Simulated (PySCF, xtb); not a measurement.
BF₃, SMILES F[B-](F)F, charge -1, multiplicity 2.

Harmonic wavenumbers (cm⁻¹) from GFN2-xTB (xtb) at its own minimum, in rising order: 337, 337, 461, 779, 779, 883.

What does PBE-D3(BJ)/def2-SVPD run with PySCF give at its own minimum? (Estimate from the structure and the level; the computed values follow.)

389, 389, 561, 780, 1005, 1005. Paired by order, the mean absolute difference is 92 cm⁻¹ and the zero-point energies are 5.1 and 5.9 kcal/mol.
